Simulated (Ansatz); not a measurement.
C2H8OSi2 (`C[SiH]1CO[SiH2]1`), relaxed with RKS PBE-D4/def2-SVP in Ansatz from a rough embedded geometry. The force threshold is 0.03 eV/Å; the program also tests the step.

The species carries charge 0 and has multiplicity 1.

Start:

```xyz
13

C    -1.665   -0.538    0.643
Si   -0.054   -0.796   -0.020
C     0.310    0.483   -1.378
O     0.903    1.551   -0.486
Si    1.535    0.561    0.678
H    -1.827   -1.011    1.662
H    -2.466   -0.893    0.020
H    -1.883    0.571    0.852
H     0.283   -2.231   -0.347
H    -0.528    0.799   -1.922
H     1.104    0.149   -2.096
H     2.957    0.203    0.318
H     1.332    1.153    2.075
```

Problem. By how much does the energy fall, and how many steps does the optimiser take? (Estimate.)

Solution. The calculation gave: 69.81 kJ/mol, in 12 steps.

Problem. Which bonds change most? (Estimate.)

Solution. Ansatz gave: Si2–Si5 from 2.202 to 2.344 Å; C1–Si2 from 1.761 to 1.891 Å; C3–H10 from 1.047 to 1.114 Å; O4–Si5 from 1.654 to 1.716 Å.

Problem. Give the relaxed structure. (Best estimate.)

Solution. The calculation gave: 
```xyz
13

C    -1.802   -0.644    0.708
Si   -0.068   -0.758   -0.038
C     0.348    0.537   -1.435
O     1.404    1.316   -0.816
Si    1.665    0.619    0.731
H    -1.876   -1.255    1.630
H    -2.565   -1.015   -0.008
H    -2.048    0.405    0.968
H     0.249   -2.186   -0.407
H    -0.511    1.197   -1.698
H     0.712    0.080   -2.383
H     3.071    0.098    0.898
H     1.421    1.605    1.849
```
